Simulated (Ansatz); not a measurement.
C5H8, SMILES `CC1=C[C@@H]1C` (charge 0, multiplicity 1).

The numbers are results of LC-ωPBE/cc-pVTZ // B3LYP-D3(BJ)/def2-TZVP in Ansatz (a first-principles code), not measurements.

Ansatz 0.2 input:
```yaml
crystal:
  periodic: [false, false, false]
  atoms:
    - { symbol: C, position_ang: [1.94966, 0.368832, -0.342214] }
    - { symbol: C, position_ang: [0.687289, -0.382153, -0.239136] }
    - { symbol: C, position_ang: [-0.097135, -1.339173, -0.606956] }
    - { symbol: C, position_ang: [-0.637267, -0.438518, 0.470254] }
    - { symbol: C, position_ang: [-1.734356, 0.571682, 0.197382] }
    - { symbol: H, position_ang: [2.476486, 0.362886, 0.616048] }
    - { symbol: H, position_ang: [2.606731, -0.050833, -1.105165] }
    - { symbol: H, position_ang: [1.752475, 1.415573, -0.588546] }
    - { symbol: H, position_ang: [-0.293092, -2.189012, -1.237319] }
    - { symbol: H, position_ang: [-0.650189, -0.819837, 1.494715] }
    - { symbol: H, position_ang: [-1.67417, 0.940698, -0.82905] }
    - { symbol: H, position_ang: [-1.661598, 1.430336, 0.87114] }
    - { symbol: H, position_ang: [-2.724838, 0.129518, 0.337741] }
basis:
  gaussian: { orbitals: cc-pVTZ }
hamiltonian:
  xc: lc_wpbe
```

Output:

```
Functional definition: LC-wPBE
1300 factors; their error is unknown
438 factors; integrals over basis functions are off by at most 2.0e-5 eV
mean field evaluation 1: about -5307.3249 eV, gradient 4.3e1 eV
mean field evaluation 2: about -5310.0768 eV, gradient 2.6e1 eV
mean field evaluation 4: about -5311.6136 eV, gradient 1.7e0 eV
mean field evaluation 8: about -5311.6264 eV, gradient 1.3e-1 eV
mean field evaluation 16: about -5311.5979 eV, gradient 2.5e-4 eV
mean field -5311.59787164 eV, -195.1976214524 hartree, gradient 5.3e-5 eV, S^2 0.000000; 0 other end points of the search recorded, 0 dependent functions left out
reference -5311.59787165 eV, -195.1976214527 hartree; 19, 19 occupied and 243, 243 virtual orbitals, 1300 factors
Total energy: -5311.59787165 eV, -195.1976214527 hartree
```
